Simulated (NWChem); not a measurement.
System: GeNH$_{2}$Cl$_{2}$F; SMILES [NH2][Ge]([F])([Cl])[Cl]

Input file for NWChem:

```
start job
memory heap 200 mb stack 900 mb global 1100 mb
geometry units angstroms
  N      1.969424    -0.285642     0.334218
  Ge     0.183707    -0.079833     0.136417
  F     -0.411744    -0.750006     1.645539
  Cl    -0.317218     1.939714     0.069163
  Cl    -0.754386    -1.229912    -1.367586
  H      2.284696    -1.219335     0.558404
  H      2.561287     0.112360    -0.380077
end
basis spherical
  * library def2-svp
end
dft
  xc xpbe96 cpbe96
  disp vdw 4
  iterations 150
end
driver
  maxiter 120
end
task dft optimize
task dft freq
```

Output (shortened):

```
             Northwest Computational Chemistry Package (NWChem) 7.3.0
             --------------------------------------------------------

 C1  symmetry detected

                             Geometry "geometry" -> ""
                             -------------------------

 Output coordinates in angstroms (scale by  1.889725989 to convert to a.u.)

  No.       Tag          Charge          X              Y              Z
 ---- ---------------- ---------- -------------- -------------- --------------
    1 N                    7.0000     1.53714140    -0.18087929     1.24769192
    2 Ge                  32.0000     0.22005907    -0.01232137     0.02003148
    3 F                    9.0000     1.14385211     0.07135320    -1.47018593
    4 Cl                  17.0000    -0.95758818    -1.72831816    -0.03017834
    5 Cl                  17.0000    -0.90227716     1.77759624     0.05583022
    6 H                    1.0000     2.26328402     0.52138175     1.21631130
    7 H                    1.0000     1.25787756    -0.34084887     2.20442918

 Effective nuclear repulsion energy (a.u.)     607.5855563806

                                Z-matrix (autoz)
                                --------

 Units are Angstrom for bonds and degrees for angles

      Type          Name      I     J     K     L     M      Value
      ----------- --------  ----- ----- ----- ----- ----- ----------
    1 Stretch                  1     2                       1.80839
    2 Stretch                  1     6                       1.01066
    3 Stretch                  1     7                       1.00942
    4 Stretch                  2     3                       1.75532
    5 Stretch                  2     4                       2.08183
    6 Stretch                  2     5                       2.11299
    7 Bend                     1     2     3               101.38988
    8 Bend                     1     2     4               110.58139
    9 Bend                     1     2     5               117.02053
   10 Bend                     2     1     6               115.94056
   11 Bend                     2     1     7               117.17543
   12 Bend                     3     2     4               108.45281
   13 Bend                     3     2     5               104.68727
   14 Bend                     4     2     5               113.46481
   15 Bend                     6     1     7               109.77463
   16 Torsion                  3     2     1     6          53.52946
   17 Torsion                  3     2     1     7        -174.19877
   18 Torsion                  4     2     1     6         168.39826
   19 Torsion                  4     2     1     7         -59.32997
   20 Torsion                  5     2     1     6         -59.61578
   21 Torsion                  5     2     1     7          72.65599

  pbe96 is a nonlocal functional; adding pw91lda local functional.

                           NWChem Geometry Optimization
                           ----------------------------

 maximum gradient threshold         (gmax) =   0.000450
 rms gradient threshold             (grms) =   0.000300
 maximum cartesian step threshold   (xmax) =   0.001800
 rms cartesian step threshold       (xrms) =   0.001200
 fixed trust radius                (trust) =   0.300000
 source of zmatrix                         =   autoz

          -------------------
          Energy Minimization
          -------------------

 Using diagonal initial Hessian
 Scaling for Hessian diagonals: bonds = 1.00  angles = 0.25  torsions = 0.10

          --------
          Step   0

                                 NWChem DFT Module
                                 -----------------

 Summary of "ao basis" -> "ao basis" (spherical)
 ------------------------------------------------------------------------------
       Tag                 Description            Shells   Functions and Types
 ---------------- ------------------------------  ------  ---------------------
 N                          def2-svp                 6       14   3s2p1d
 Ge                         def2-svp                12       32   5s4p3d
 F                          def2-svp                 6       14   3s2p1d
 Cl                         def2-svp                 8       18   4s3p1d
 H                          def2-svp                 3        5   2s1p

            General Information
            -------------------
          SCF calculation type: DFT
          Wavefunction type:  closed shell.
          No. of atoms     :     7
          No. of electrons :    84
           Alpha electrons :    42
            Beta electrons :    42
          Charge           :     0
          Spin multiplicity:     1
          Use of symmetry is: off; symmetry adaption is: off
          Maximum number of iterations: 150
          AO basis - number of functions:   106
                     number of shells:    46
          Convergence on energy requested:  1.00D-06
          Convergence on density requested:  1.00D-05
          Convergence on gradient requested:  5.00D-04

              XC Information
              --------------
          PerdewBurkeErnzerhof Exchange Functional  1.000
            Perdew 1991 LDA Correlation Functional  1.000 local
           PerdewBurkeErnz. Correlation Functional  1.000 non-local

             Grid Information
             ----------------
          Grid used for XC integration:  medium
          Radial quadrature: Mura-Knowles
          Angular quadrature: Lebedev.
          Tag              B.-S. Rad. Rad. Pts. Rad. Cut. Ang. Pts.
          ---              ---------- --------- --------- ---------
          N                   0.65       49           9.0       434
          Ge                  1.25      112           8.0       590
          F                   0.50       49          10.0       434
          Cl                  1.00       88          11.0       590
          H                   0.35       45          10.0       434
          Grid pruning is: on
          Number of quadrature shells:   476
          Spatial weights used:  Erf1

           DFT-D3BJ Model
          s6 scale factor  :        1.000000000000
          s8 scale factor  :        0.787500000000
          a1 parameter     :        0.428900000000
          a2 parameter     :        4.440700000000
              vdW contrib  :       -0.006681586468

      Superposition of Atomic Density Guess
      -------------------------------------

 Sum of atomic energies:       -3148.22577974

      Non-variational initial energy
      ------------------------------

 Total energy =   -3149.436096
 1-e energy   =   -5591.373522
 2-e energy   =    1834.351870
 HOMO         =      -0.358900
 LUMO         =       0.010091

   convergence    iter        energy       DeltaE   RMS-Dens  Diis-err
 ---------------- ----- ----------------- --------- --------- ---------
 d= 0,ls=0.0,diis     1  -3151.6870610683 -3.76D+03  2.35D-02  1.19D+00
 d= 0,ls=0.0,diis     2  -3151.3397539270  3.47D-01  1.51D-02  4.85D+00
 d= 0,ls=0.0,diis     3  -3151.8094585004 -4.70D-01  3.78D-03  1.57D-01
 d= 0,ls=0.0,diis     4  -3151.8163156853 -6.86D-03  2.00D-03  5.76D-02
 d= 0,ls=0.0,diis     5  -3151.8230994034 -6.78D-03  3.85D-04  5.39D-03
  Resetting Diis
 d= 0,ls=0.0,diis     6  -3151.8234557167 -3.56D-04  1.58D-04  2.74D-04
 d= 0,ls=0.0,diis     7  -3151.8234824109 -2.67D-05  1.57D-04  6.12D-05
 d= 0,ls=0.0,diis     8  -3151.8234583476  2.41D-05  1.08D-04  2.62D-04
 d= 0,ls=0.0,diis     9  -3151.8234892696 -3.09D-05  5.42D-06  1.41D-06
 d= 0,ls=0.0,diis    10  -3151.8234893516 -8.20D-08  1.45D-06  2.29D-08

         Total DFT energy =    -3151.823489351552
      One electron energy =    -5590.820226466129
           Coulomb energy =     1984.337598043951
    Exchange-Corr. energy =     -152.919735723542
 Nuclear repulsion energy =      607.585556380635

    Dispersion correction =       -0.006681586468

 Numeric. integr. density =       83.999999996792

                       DFT Final Molecular Orbital Analysis
                       ------------------------------------

 Vector   40  Occ=2.000000D+00  E=-2.987579D-01
              MO Center= -7.3D-01,  5.2D-01,  4.3D-02, r^2= 4.1D+00
   Bfn.  Coefficient  Atom+Function         Bfn.  Coefficient  Atom+Function
  ----- ------------  ---------------      ----- ------------  ---------------
    91      0.448271  5 Cl pz                88      0.338295  5 Cl pz
    73     -0.299232  4 Cl pz                70     -0.221905  4 Cl pz
    90      0.203820  5 Cl py                85      0.196954  5 Cl pz
    72      0.172884  4 Cl py                87      0.150164  5 Cl py
    69      0.132279  4 Cl py                67     -0.129241  4 Cl pz

 Vector   41  Occ=2.000000D+00  E=-2.913544D-01
              MO Center= -7.4D-01,  5.4D-01, -8.6D-02, r^2= 4.1D+00
   Bfn.  Coefficient  Atom+Function         Bfn.  Coefficient  Atom+Function
  ----- ------------  ---------------      ----- ------------  ---------------
    89      0.354880  5 Cl px                86      0.267642  5 Cl px
    90      0.265814  5 Cl py                71     -0.256950  4 Cl px
    91     -0.244211  5 Cl pz                72      0.234380  4 Cl py
    87      0.202054  5 Cl py                68     -0.194322  4 Cl px
    51      0.189340  3 F  py                88     -0.184468  5 Cl pz

[...]

      ----------------------
      Optimization converged
      ----------------------

  Step       Energy      Delta E   Gmax     Grms     Xrms     Xmax
  ---- ---------------- -------- -------- -------- -------- --------
@   20   -3151.82771719 -2.5D-08  0.00002  0.00000  0.00029  0.00063
                                     ok       ok       ok       ok

                                Z-matrix (autoz)
                                --------

 Units are Angstrom for bonds and degrees for angles

      Type          Name      I     J     K     L     M      Value     Gradient
      ----------- --------  ----- ----- ----- ----- ----- ---------- ----------
    1 Stretch                  1     2                       1.81803    0.00001
    2 Stretch                  1     6                       1.02708   -0.00000
    3 Stretch                  1     7                       1.02696    0.00002
    4 Stretch                  2     3                       1.74165   -0.00000
    5 Stretch                  2     4                       2.14816    0.00000
    6 Stretch                  2     5                       2.16119   -0.00000
    7 Bend                     1     2     3               108.75152    0.00000
    8 Bend                     1     2     4               108.69472   -0.00000
    9 Bend                     1     2     5               115.76610   -0.00000
   10 Bend                     2     1     6               113.22611    0.00000
   11 Bend                     2     1     7               111.65527   -0.00000
   12 Bend                     3     2     4               108.28972   -0.00000
   13 Bend                     3     2     5               104.56119    0.00000
   14 Bend                     4     2     5               110.48809    0.00000
   15 Bend                     6     1     7               109.19439   -0.00000
   16 Torsion                  3     2     1     6          85.76085   -0.00000
   17 Torsion                  3     2     1     7        -150.50602   -0.00000
   18 Torsion                  4     2     1     6        -156.54534   -0.00000
   19 Torsion                  4     2     1     7         -32.81221   -0.00000
   20 Torsion                  5     2     1     6         -31.54135   -0.00000
   21 Torsion                  5     2     1     7          92.19178   -0.00000

                         Geometry "geometry" -> "geometry"
                         ---------------------------------

 Output coordinates in angstroms (scale by  1.889725989 to convert to a.u.)

  No.       Tag          Charge          X              Y              Z
 ---- ---------------- ---------- -------------- -------------- --------------
    1 N                    7.0000     1.63246103    -0.15205509     1.21710892
    2 Ge                  32.0000     0.32346612     0.00218535    -0.03508523
    3 F                    9.0000     1.05524617    -0.01791152    -1.61540944
    4 Cl                  17.0000    -0.98464483    -1.69434209     0.12371566
    5 Cl                  17.0000    -0.81217542     1.84027856     0.01449149
    6 H                    1.0000     2.05652265     0.74779141     1.47271855
    7 H                    1.0000     1.29147311    -0.61798312     2.06638989

 Effective nuclear repulsion energy (a.u.)     598.8526038326

                Final and change from initial internal coordinates
                --------------------------------------------------

                                Z-matrix (autoz)
                                --------

 Units are Angstrom for bonds and degrees for angles

[...]

 Rotational Constants
 --------------------
 A=   0.082110 cm-1  (  0.118136 K)
 B=   0.056765 cm-1  (  0.081671 K)
 C=   0.048214 cm-1  (  0.069367 K)

 Temperature                      =   298.15K
 frequency scaling parameter      =   1.0000

 Zero-Point correction to Energy  =   18.815 kcal/mol  (  0.029983 au)
 Thermal correction to Energy     =   23.582 kcal/mol  (  0.037581 au)
 Thermal correction to Enthalpy   =   24.174 kcal/mol  (  0.038524 au)

 Total Entropy                    =   88.707 cal/mol-K
   - Translational                =   41.433 cal/mol-K (mol. weight = 178.8767)
   - Rotational                   =   28.351 cal/mol-K (symmetry #  =        1)
   - Vibrational                  =   18.922 cal/mol-K

 Cv (constant volume heat capacity) =   23.421 cal/mol-K
   - Translational                  =    2.979 cal/mol-K
   - Rotational                     =    2.979 cal/mol-K
   - Vibrational                    =   17.462 cal/mol-K

[normal modes left out]

 ----------------------------------------------------------------------------
 Normal Eigenvalue ||           Projected Infra Red Intensities
  Mode   [cm**-1]  || [atomic units] [(debye/angs)**2] [(KM/mol)] [arbitrary]
 ------ ---------- || -------------- ----------------- ---------- -----------
    1        0.000 ||    0.001000           0.023         0.975       0.346
    2        0.000 ||    0.000092           0.002         0.089       0.032
    3        0.000 ||    0.000840           0.019         0.819       0.290
    4        0.000 ||    0.001059           0.024         1.032       0.366
    5        0.000 ||    0.000093           0.002         0.091       0.032
    6        0.000 ||    0.000113           0.003         0.110       0.039
    7       57.736 ||    0.016644           0.384        16.225       5.753
    8      146.507 ||    0.000839           0.019         0.818       0.290
    9      163.207 ||    0.005528           0.128         5.389       1.911
   10      188.559 ||    0.018192           0.420        17.734       6.288
   11      213.624 ||    0.020519           0.473        20.003       7.093
   12      240.353 ||    0.008042           0.186         7.839       2.780
   13      401.095 ||    0.016239           0.375        15.831       5.613
   14      442.604 ||    0.091863           2.119        89.553      31.754
   15      529.666 ||    0.205147           4.733       199.987      70.912
   16      693.053 ||    0.033043           0.762        32.212      11.422
   17      730.169 ||    0.058401           1.347        56.932      20.187
   18      883.608 ||    0.025332           0.584        24.695       8.756
   19     1483.968 ||    0.031520           0.727        30.728      10.895
   20     3444.893 ||    0.036839           0.850        35.913      12.734
   21     3548.270 ||    0.036183           0.835        35.273      12.507
 ----------------------------------------------------------------------------
```

Level: PBE-D3(BJ)/def2-SVP.
